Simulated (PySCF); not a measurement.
PySCF input file for ReO₃F, SMILES [O]=[Re](=[O])(=[O])[F], multiplicity 1, PBE0-D3(BJ)/def2-SVP. Geometry: PBE0-D3(BJ)/def2-SVP. The spin state was assumed, not searched. The def2 effective core potentials stand for the cores of Re; spin–orbit coupling is left out.

```python
import numpy as np
from pyscf import gto, scf, dft, df
from pyscf.hessian import thermo

mol = gto.M(
    atom='''
    Re    0.00000000    0.00000000    0.02141263
    O     1.36824107    0.78995435    0.61824200
    O    -0.00000000   -1.57990870    0.61824200
    O    -1.36824106    0.78995435    0.61824201
    F    -0.00000001   -0.00000000   -1.82708391
    ''',
    basis='def2-SVP',
    ecp={'Re': 'def2-svp'},
    charge=0,
    spin=0,
    max_memory=1600,
    verbose=3,
)
mf = dft.RKS(mol, xc='pbe0').density_fit(auxbasis='def2-universal-jkfit')
mf.disp = 'd3bj'
mf.grids.level = 3
mf.conv_tol = 1e-11
mf.max_cycle = 100
mf.kernel()

# [left out here: the lines that compute and print the analytic Hessian (its translational invariance restored by hand, since the grid's response is missing), thermochemistry and intensities]
```

It prints:

```
converged SCF energy = -403.33117276767

WARN: DFTD3 does not support analytical Hessian, using finite difference


WARN: Mole.unit (angstrom) is changed to Bohr

Mode                                 0                   1                   2
Irrep
Freq [cm^-1]                      230.8398            230.8472            318.9101
Reduced mass [au]                  19.1637             19.1635             18.1549
Force const [Dyne/A]                0.6017              0.6017              1.0879
Char temp [K]                     332.1271            332.1377            458.8406
Normal mode                   x     y     z       x     y     z       x     y     z
       0  Re                 0.02 -0.01 -0.00    0.01  0.02  0.00    0.00 -0.00  0.03
       1   O                -0.02  0.02  0.08   -0.01 -0.02  0.10    0.05  0.03 -0.12
       2   O                -0.03  0.01  0.05   -0.01 -0.02 -0.12   -0.00 -0.06 -0.12
       3   O                -0.02  0.01 -0.13   -0.01 -0.03  0.01   -0.05  0.03 -0.12
       4   F                -0.15  0.06 -0.00   -0.06 -0.15  0.00   -0.00  0.00  0.05
Mode                                 3                   4                   5
Irrep
Freq [cm^-1]                      360.1869            360.1984            726.6329
Reduced mass [au]                  16.8411             16.8413             21.0195
Force const [Dyne/A]                1.2873              1.2874              6.5389
Char temp [K]                     518.2288            518.2453           1045.4629
Normal mode                   x     y     z       x     y     z       x     y     z
       0  Re                -0.01  0.01  0.00    0.01  0.01  0.00    0.00 -0.00 -0.02
       1   O                 0.07 -0.16  0.02    0.07 -0.04 -0.05   -0.01 -0.01  0.01
       2   O                 0.14  0.03  0.03   -0.11  0.04  0.04   -0.00  0.01  0.01
       3   O                -0.05  0.00 -0.06   -0.09 -0.16  0.01    0.01 -0.01  0.01
       4   F                -0.00  0.00  0.00    0.00  0.00  0.00   -0.00 -0.00  0.22
Mode                                 6                   7                   8
Irrep
Freq [cm^-1]                     1039.5757           1039.5950           1080.8038
Reduced mass [au]                  17.8092             17.8091             16.4988
Force const [Dyne/A]               11.3399             11.3402             11.3552
Char temp [K]                    1495.7180           1495.7457           1555.0361
Normal mode                   x     y     z       x     y     z       x     y     z
       0  Re                -0.02  0.01 -0.00   -0.01 -0.02  0.00    0.00 -0.00 -0.01
       1   O                 0.09  0.05  0.04    0.13  0.08  0.06    0.11  0.07  0.05
       2   O                 0.01 -0.08  0.03    0.00  0.16 -0.06    0.00 -0.13  0.05
       3   O                 0.16 -0.09 -0.07   -0.01  0.01  0.01   -0.11  0.07  0.05
       4   F                 0.00 -0.00  0.00    0.00  0.00 -0.00   -0.00 -0.00 -0.00
temperature 298.1500 [K]
pressure 101325.00 [Pa]
Rotational constants [GHz] 4.21832 3.56527 3.56527
Symmetry number 3
Zero-point energy (ZPE) 0.01227 [Eh]   32224.944 [J/mol]
                           tot       elec      trans        rot        vib
Entropy [J/mol/K]       310.900      0.000    177.767    100.474     32.660
Cv [J/mol/K]             67.123      0.000     12.472     12.472     42.180
Cp [J/mol/K]             75.438      0.000     20.786     12.472     42.180
Internal energy [J/mol]                      3718.434   3718.434  38310.220
Internal energy [Eh]   -403.31375  -403.33117
Enthalpy [J/mol]                             6197.391   3718.434  38310.220
Enthalpy [Eh]          -403.31280
Gibbs free energy [J/mol]                  -46803.695 -26237.912  28572.710
Gibbs free energy [Eh] -403.34811
mode   freq/cm-1   IR/(km/mol)
   1      230.84         8.015
   2      230.85         8.017
   3      318.91        13.912
   4      360.19         2.519
   5      360.20         2.521
   6      726.63        93.810
   7     1039.58       175.050
   8     1039.59       175.029
   9     1080.80        18.838
max |gradient| / (hartree/bohr): 8.08050366339998e-05
APT charges: [ 2.417  -0.6261 -0.6262 -0.6261 -0.5385]
```

Self-consistency was reached.
